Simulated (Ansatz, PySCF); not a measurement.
Spin states of O2W (SMILES [O]=[W]=[O]), each relaxed with B3LYP-D3(BJ)/def2-TZVP.
State 1 (charge 0, multiplicity 1):
```xyz
3

W      0.400    -0.335     0.404
O      0.804     0.353    -1.084
O     -1.237     0.030     0.610
```
State 2 (charge 0, multiplicity 3):
```xyz
3

W      0.3636    -0.3043     0.3668
O      0.8958     0.3491    -1.1270
O     -1.2926     0.0026     0.6898
```

Singlets are restricted, other states unrestricted; no spin–orbit coupling, no relativity up to Kr; see below for the cores. The largest T1 diagnostic is 0.036.

Correlated levels freeze the inner cores; with def2 sets outer-core shells near the valence are correlated too. CBS: X⁻³ extrapolation of the correlation energy, Hartree–Fock from the larger set.

Run with Ansatz (Gaussian basis) for Hartree–Fock, density functionals and correlated methods; PySCF for the dispersion terms. Each number belongs to the level named beside it. In def2 rows elements past Kr take small-core potentials, without spin–orbit coupling.

What energy of the multiplicity-3 state less that of the multiplicity-1 state does CCSD/def2-TZVPP give?

3.8 kcal/mol

Give the energy of the multiplicity-3 state less that of the multiplicity-1 state at the level CCSD(T)/CBS(def2-SVP, def2-TZVPP).

10.3 kcal/mol

What energy of the multiplicity-3 state less that of the multiplicity-1 state does BLYP-D3(BJ)/def2-TZVPP give?

8.0 kcal/mol

Doubts at one or more of the structures used: a restricted determinant that unrestricted orbitals would lower (CCSD/def2-TZVPP, CCSD(T)/CBS(def2-SVP, def2-TZVPP)).

Ansatz is a quantum-chemistry and plane-wave program.
